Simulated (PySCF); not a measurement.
Computed shifts of a molecule CH12N2Si3, PBE/pcSseg-1 (PySCF), GIAO, gas phase, atoms alike by connectivity averaged where their shifts nearly agree, in ppm (number of nuclei): ¹⁵N: 33.9 (1), 31.4 (1). ²⁹Si: -28.2 (1), -74.5 (1), -111.4 (1). ¹³C: 0.3 (1). ¹H: 5.41 (1), 4.59 (1), 4.19 (1), 3.88 (3), 0.82 (1), 0.69 (1), 0.65 (1), 0.60 (1), 0.57 (1), -0.07 (1). References: ¹⁵N against NH3 (σ = 267.0 ppm); ²⁹Si against TMS (σ = 335.4 ppm); ¹³C against TMS (σ = 182.0 ppm); ¹H against TMS (σ = 31.49 ppm), references at their B3LYP-D3(BJ)/def2-TZVP geometries, non-relativistic. The structure is a stationary point at PBE0-D3(BJ)/def2-SVP. The values are those of a single conformer.

Q: Which structure fits?
(A) C[Si@@H]([SiH3])N[SiH2]N
(B) N[SiH2]C([SiH3])[SiH2]N
(C) N[SiH2]C(N)([SiH3])[SiH3]
(D) N[SiH](N)C[SiH2][SiH3]

A: D, N[SiH](N)C[SiH2][SiH3]
